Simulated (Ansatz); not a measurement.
Ideal-gas functions of ClH4OSi2, SMILES `[SiH2]O[SiH2]Cl` radical at 500 K and 1 bar, from an Ansatz frequency run at PBE0-D4/def2-TZVP.

Molar mass 111.66 g/mol, point group C1 (symmetry number 1), electronic degeneracy 2, moments of inertia 72.067, 284.258, 347.761 u Å². Harmonic wavenumbers (cm⁻¹, unscaled): 38, 66, 79, 271, 534, 615, 636, 716, 734, 784, 896, 925, 969, 1121, 2174, 2212, 2263, 2275.

Use S(trans) = R[1.5 ln M + 2.5 ln T − 1.1517]; rotational temperatures θ = 24.2544 K / I; S(rot) = R[ln(√π/σ · √(T³/θAθBθC)) + 1.5]; for each mode x = 1.438777 ν̃/T, S = R[x/(eˣ − 1) − ln(1 − e⁻ˣ)] and H = RT x/(eˣ − 1); 1 cm⁻¹ = 0.0119627 kJ/mol; R = 8.31446 J/(mol·K).

By hand: the entropy, in J/(mol·K).

Translation 178.4. Rotation: θ = 0.3366, 0.0853, 0.0697 K, giving 120.6. Vibration, mode by mode: 26.72, 22.14, 20.65, 10.59, 5.52, 4.58, 4.36, 3.63, 3.49, 3.12, 2.42, 2.26, 2.05, 1.45, 0.12, 0.11, 0.09, 0.09, in all 113.4. Electronic 5.8. Sum 418.2 J/(mol·K).

By hand: H − E and G − E in kJ/mol, counted from the electronic energy.

Zero-point energy ½ × 17308 × 0.0119627 = 103.5; thermal vibration 25.6; translation, rotation and pV give 4 RT = 16.6. H − E = 145.7 kJ/mol, and G − E = 145.7 − 500 × 418.2/1000 = -63.4 kJ/mol.

Vibration gives 27 % of the entropy, 69.5 J/(mol·K) of it from the modes under 150 cm⁻¹: soft modes count most, and the harmonic formula is weakest for them. The sum counts one conformer and one mirror image; others add a mixing term.
